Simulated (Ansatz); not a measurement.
Basis-set extrapolation for `COC(N)[SiH3]` (PBE0-D4/def2-TZVP geometry, frozen core, Ansatz 0.2.0). Multiplicity 1, RHF reference.

|  | def2-TZVPP | def2-QZVPP |
| --- | --- | --- |
| HF | -499.284325 | -499.303546 |
| MP2 correlation | -0.930591 | -0.996547 |
| CCSD(T) correlation | -1.018980 | not run |

Energies in hartree. Use E(X) = E(∞) + A·exp(−7.88·√X) for Hartree–Fock and E(X) = E(∞) + B·X^(−2.97) for correlation, with X = 3 and 4, and add CCSD(T) minus MP2 of the smaller set to the MP2 limit.

Q: What is the CCSD(T) energy at the basis-set limit?

A: HF limit: -499.303546 + (-0.019221) × 0.13774 = -499.30619. MP2 limit: -0.996547 + (-0.065956) × 0.74074 = -1.04540. Higher-order term: -1.018980 − (-0.930591) = -0.08839. Total: -500.43998 hartree, 3.72 eV below CCSD(T)/def2-TZVPP.
